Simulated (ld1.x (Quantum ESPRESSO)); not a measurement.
## selenium, TM: configuration errors across variants

selenium (Se), norm-conserving Troullier–Martins (Kleinman–Bylander form), made with ld1.x (Quantum ESPRESSO) 7.5 (PBEsol, scalar-relativistic). Core [Ar] 3d10, reference 4s2 4p3 (charge +1). Waves: 4s (bound): rc 1.20 bohr; 4p (bound): rc 1.90 bohr; 4d channel at 0.1 Ry: rc 1.95 bohr. Local part: all-electron potential smoothed inside 1.20 bohr (lloc = -1). Core correction: none.

All-electron excitation energies from the reference (eV): (1) 4s2 4p4 -10.850; (2) 4s2 4p2 20.367; (3) 4s2 4p1 51.269; (4) 4s2 4p4.3 -12.442; (5) 4s2 4p0 93.479; (6) 4s1 4p4 11.543; (7) 4s2 4p3.5 -6.539.

Tests that are not counted but printed errors over 1 eV. “all radii scaled by about 1.05 (s 1.26, p 1.98, d 2.04 bohr); local potential all-electron potential smoothed inside 1.26 bohr (lloc = -1)”: 4s2 4p4.3 (solver errors, printed error -184 eV); 4s2 4p4 (solver errors, printed error -154 eV); 1 more.

A true bound ghost makes a file unfit for plane-wave use even where its test errors are small: the radial tests pick states by their node count and pass the ghost by. Where a test does run into it, the solver fails or the error is huge.

Errors AE − PS in meV (a dash: test not solved or not reliable):

```tsv
change	(1)	(2)	(3)	(4)	(5)	(6)	(7)	bound ghosts
base	-1.5	-13	-66	-2.4	-179	+6.5	-0.1	s
all radii scaled by about 0.81 (s 0.98, p 1.54, d 1.58 bohr); local potential all-electron potential smoothed inside 0.98 bohr (lloc = -1)	+2.7	-3.9	-20	+3.8	-83	+36	+1.2	s
all radii scaled by about 0.90 (s 1.08, p 1.72, d 1.76 bohr); local potential all-electron potential smoothed inside 1.08 bohr (lloc = -1)	+1.1	-7.3	-35	+1.3	-99	+19	+0.7	s
all radii scaled by about 1.05 (s 1.26, p 1.98, d 2.04 bohr); local potential all-electron potential smoothed inside 1.26 bohr (lloc = -1)	–	+284	+1044	–	–	+13	+30	s
all radii scaled by about 1.12 (s 1.34, p 2.14, d 2.18 bohr); local potential all-electron potential smoothed inside 1.34 bohr (lloc = -1)	+4.0	+1.6	+21	+5.3	+84	+6.6	+1.7	none
all radii scaled by about 1.16 (s 1.38, p 2.20, d 2.26 bohr); local potential all-electron potential smoothed inside 1.38 bohr (lloc = -1)	+3.1	-1.9	-1.7	+4.2	+9.5	+7.9	+1.4	none
all radii scaled by about 1.24 (s 1.50, p 2.36, d 2.42 bohr); local potential all-electron potential smoothed inside 1.50 bohr (lloc = -1)	+2.3	-5.1	-24	+3.1	-68	+9.6	+1.1	none
all radii scaled by about 1.30 (s 1.56, p 2.48, d 2.54 bohr); local potential all-electron potential smoothed inside 1.56 bohr (lloc = -1)	+1.9	-6.6	-34	+2.7	-106	+11	+1.0	none
all radii scaled by about 1.40 (s 1.68, p 2.66, d 2.74 bohr); local potential all-electron potential smoothed inside 1.68 bohr (lloc = -1)	+1.6	-8.5	-48	+2.2	-154	+13	+0.8	none
```

Question: Give the same row for: all radii scaled by about 0.77 (s 0.92, p 1.46, d 1.50 bohr); local potential all-electron potential smoothed inside 0.92 bohr (lloc = -1).

Answer: +4.2, -1.4, -11, +5.9, -84, +50, +1.7; bound ghosts: s.
